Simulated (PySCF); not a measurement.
InClBr2, SMILES [Br][In]([Br])[Cl].

Coordinates come from a B3LYP-D3(BJ)/def2-SVP optimisation. The structure was generated by enumeration; whether it is a known compound was not checked. The def2 effective core potentials stand for the cores of In; spin–orbit coupling is left out.

Method: C-PCM-ωB97X/def2-SVP in PySCF.

The values are the electrostatic part of the solvation free energy, E(continuum) − E(gas) at the gas-phase geometry, in a cavity of scaled van der Waals radii (PySCF's table); cavitation and dispersion terms are not included. A continuum can't describe solvent molecules that bind to the metal. In vacuum the orbital gap is 9.85 eV. The dipole moment in vacuum is 0.47 D.

```json
[
 {"solvent": "water", "ε": "78.36", "ΔG(elec) (kcal/mol)": "-7.4", "dipole (D)": "0.50", "gap (eV)": "10.07"},
 {"solvent": "1-octanol", "ε": "9.86", "ΔG(elec) (kcal/mol)": "…", "dipole (D)": "…", "gap (eV)": "…"},
 {"solvent": "chlorobenzene", "ε": "5.70", "ΔG(elec) (kcal/mol)": "-6.0", "dipole (D)": "0.50", "gap (eV)": "10.03"}
]
```

Question: What belongs in the gaps? (The exact figures need the calculation; the answer reports its results.)

Answer: 
- 1-octanol, ΔG(elec) (kcal/mol): -6.6
- 1-octanol, dipole (D): 0.50
- 1-octanol, gap (eV): 10.05
